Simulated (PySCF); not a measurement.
# tetraallylsilane: full NMR table

```yaml
Formula: C12H20Si
SMILES: C=CC[Si](CC=C)(CC=C)CC=C
InChI: InChI=1S/C12H20Si/c1-5-9-13(10-6-2,11-7-3)12-8-4/h5-8H,1-4,9-12H2
Point_group_of_the_computed_structure: C1
Degrees_of_unsaturation: 4
Carbon_signals: 3
Proton_signals: 4
```

Numbering as in the mapped SMILES `[CH2:1]=[CH:2][CH2:3][Si:4]([CH2:5][CH:6]=[CH2:7])([CH2:8][CH:9]=[CH2:10])[CH2:11][CH:12]=[CH2:13]`; H(Xn) means a hydrogen on atom n. Ha(C13) is cis to C11; Ha(C1) is cis to C3; Ha(C7) is cis to C5; Ha(C10) is cis to C8; Hb(C13) is trans to C11; Hb(C1) is trans to C3; Hb(C7) is trans to C5; Hb(C10) is trans to C8.

PySCF 2.14.0 with density-fitted response routines calculation with NMR shieldings at PBE0/pcSseg-1/GIAO and coordinates at the PBE0-D3(BJ)/def2-SVP level; one computed conformer, non-relativistic Hamiltonian, isolated molecule, rapidly exchanging positions averaged.

Chemical shifts δ = σref − σ; $^{1}$H, $^{13}$C, $^{29}$Si against TMS, all at this level.

| carbon | δC, type | δH (multiplicity) | HMBC from (2–3 bonds) | span of the C tensor (ppm) |
| --- | --- | --- | --- | --- |
| C1/C7/C10/C13 | 120.7, CH2 | Ha(C1) 5.18 (m); Hb(C1) 5.20 (m) | H(C2)/H(C6)/H(C9)/H(C12), H(C3)/H(C5)/H(C8)/H(C11) | 204 |
| C2/C6/C9/C12 | 143.2, CH | 5.97 (m) | Hb(C1)/Hb(C7)/Hb(C10)/Hb(C13), Ha(C1)/Ha(C7)/Ha(C10)/Ha(C13), H(C3)/H(C5)/H(C8)/H(C11) | 244 |
| C3/C5/C8/C11 | 20.0, CH2 | 1.59 (d) | H(C2)/H(C6)/H(C9)/H(C12), Hb(C1)/Hb(C7)/Hb(C10)/Hb(C13), Ha(C1)/Ha(C7)/Ha(C10)/Ha(C13), H(C3)/H(C5)/H(C8)/H(C11) | 42 |

Other nuclei:
```json
{"atoms": "Si4", "nucleus": "$^{29}$Si", "environment": "silicon bonded to 4 C", "δ (ppm)": "-2.3", "σ (ppm)": "354.3"}
```

- Carbon types of the structure: 4 × CH, 8 × CH2, which accounts for all hydrogens.
- δC 143.2: alkene CH; an sp2 carbon of a C=C bond.
- δC 120.7: terminal =CH2 carbon; the olefinic region.
- δH 5.97: hydrogen on an alkene CH; a vinylic proton, deshielded by the sp2 carbon and the C=C anisotropy.
- δH 5.20, 5.18: hydrogen on a terminal =CH2 carbon; olefinic region.
- δH 1.59: hydrogen on an allylic sp3 CH2 bonded to Si; allylic position.

Shifts are as computed. Against solution values, carbons near 30 ppm lie about +2 ppm off and those near 130 ppm about +5 ppm. Of 1211 compounds with measured shifts, 218 miss one by over three times the rms of a fit or turn the order of signals round; such compounds aren't used in these exercises. Multiplicities follow the n + 1 count of equivalent neighbours, as no J values were calculated; m marks all less simple cases, F and P coupling included.
